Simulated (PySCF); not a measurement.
# Computed properties of B(Me)(NCO)(OH) (C₂H₄BNO₂), SMILES CB(O)N=C=O

B(Me)(NCO)(OH) (C2H4BNO2), SMILES CB(O)N=C=O. Geometry: PBE0-D3(BJ)/def2-SVP. This is a generated structure with no PubChem entry under its InChIKey; it may be hypothetical. One conformer was computed; it need not be the lowest. All values are computed for the isolated molecule unless a solvent is named; none is compared with measurement here.

**Structure.** The optimised structure has Cs symmetry. All 24 harmonic modes at PBE0-D3(BJ)/def2-SVP (PySCF) are real, so it is a minimum. With heavy atoms numbered as in [B:1]([CH3:2])([N:6]=[C:7]=[O:8])[OH:9], the shortest bond between them is C7–O8 at 1.169 Å and the longest B1–C2 at 1.574 Å.

**Vibrations.** The strongest infrared lines (harmonic, unscaled, degenerate partners summed) lie at 2513 cm⁻¹ (1620 km/mol, C 68 %, N 21 %, O 10 %), 1390 cm⁻¹ (289 km/mol, B 39 %, H 38 %, O 15 %), 960 cm⁻¹ (189 km/mol, H 66 %, B 16 %, O 11 %). The softest mode is at 29 cm⁻¹ and the zero-point energy is 44.1 kcal/mol.

**Electronic structure.** PBE0/def2-TZVP (PySCF) places the frontier levels at -8.43 and -0.34 eV, a gap of 8.09 eV, and gives a dipole moment of 3.64 D and a mean polarisability of 50.1 bohr³. PBE/def2-TZVP (PySCF) at the same geometry gives -7.01 and -1.33 eV, so its gap is 2.41 eV narrower. An orbital gap is neither the optical nor the fundamental gap.

**Excitations.** TDDFT-CAM-B3LYP/def2-SVPD (PySCF) has S1 at 6.27 eV (198 nm, f = 0.000, dark); the most intense of the 10 singlets computed lies at 9.26 eV (f = 0.55). T1 (TDA) is at 6.06 eV. TDDFT-PBE/def2-SVPD (PySCF) puts S1 at 5.71 eV. No vertical singlet excitation falls in the visible range (under 3.1 eV).

**NMR.** GIAO shifts at B3LYP/pcSseg-1 (PySCF) (non-relativistic, atoms alike by connectivity averaged): ¹³C from 6.7 to 125.0 ppm against TMS; ¹H from 0.7 to 5.0 ppm against TMS; ¹¹B at 18.5 ppm against BF3.
